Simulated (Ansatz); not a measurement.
The cluster Zn2Se2, relaxed as a singlet with RKS B3LYP-D4/def2-SVP in Ansatz, starting from the GFN1-xTB geometry. Force threshold 0.02 eV/Å.

The structure comes from a short search, and lower isomers may exist.

Start:

Cartesian coordinates in Å:
```
Zn -0.789 -1.058 0.504
Zn 0.409 1.041 -0.261
Se -0.332 1.597 -2.202
Se 0.711 -1.580 1.959
```

**Question.** Estimate the energy that the relaxation releases and the steps that it takes.

**Answer.** 64.3 kcal/mol, in 8 steps; 33 s on 4 threads of Arm Neoverse N1 on a shared host. No frequencies were taken in this run, so the end may be a saddle point.

**Question.** Does the start keep its bonding and symmetry?

**Answer.** Bonds formed: Zn1–Se3, Zn2–Se4 (atoms count from 1). The end is the same structure that another start reached, the lowest one found.

**Question.** Predict the relaxed structure.

**Answer.** 
```
atom   x (Å)   y (Å)   z (Å)
 Zn1  -0.923  -0.820  -0.148
 Zn2   0.924   0.819   0.147
 Se3  -0.636   1.011  -1.636
 Se4   0.636  -1.011   1.636
```
Bond lengths (bridged metal pairs left out): 4 × Se–Zn 2.38 Å.
